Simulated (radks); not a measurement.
All-electron atom: Fe24+ in [He].

Method: Dirac Kohn-Sham, BLYP, spin-unpolarised, spherical densities, finite nucleus; Fermi nuclear charge, rms radius 3.7377 fm; computed with a radial shooting solver on a logarithmic mesh with Libxc functionals.

Energy parts (eV):
total: -18116.574
kinetic: 18447.332
electron-nucleus: -37007.297
Hartree: 883.366
exchange-correlation: -439.975

Orbitals (lengths in bohr, moments of r in powers of bohr; <r^-3> diverges for s and p1/2):
| orbital | occ. | eigenvalue (eV) | <r^2> | <1/r> | <r^-3> | small-component weight |
|---|---|---|---|---|---|---|
| 1s1/2 | 2 | -8675.880 | 0.004495 | 26.15 | - | 8.86e-03 |
| 2s1/2 | 0 | -2137.124 | 0.06778 | 6.186 | - | 1.97e-03 |
| 2p1/2 | 0 | -2078.908 | 0.05066 | 6.158 | - | 1.96e-03 |
| 2p3/2 | 0 | -2062.122 | 0.05172 | 6.051 | 611.4 | 1.94e-03 |

The highest occupied level is 1s1/2 at -8675.9 eV. The density falls to 0.001 e/bohr^3 at r = 0.32 bohr. For comparison, the ionisation energy in NIST's Atomic Spectra Database is 8828.2 eV (theoretical). In exact Kohn-Sham theory the highest level is minus the ionisation energy, but local and semilocal functionals leave it too shallow, through self-interaction and a potential that decays too fast; potentials with the right tail come closer. Summed over all electrons, <r^2> = 0.008990 bohr^2, which gives a Langevin (diamagnetic) susceptibility term of -0.00712 x 10^-6 cm^3/mol.
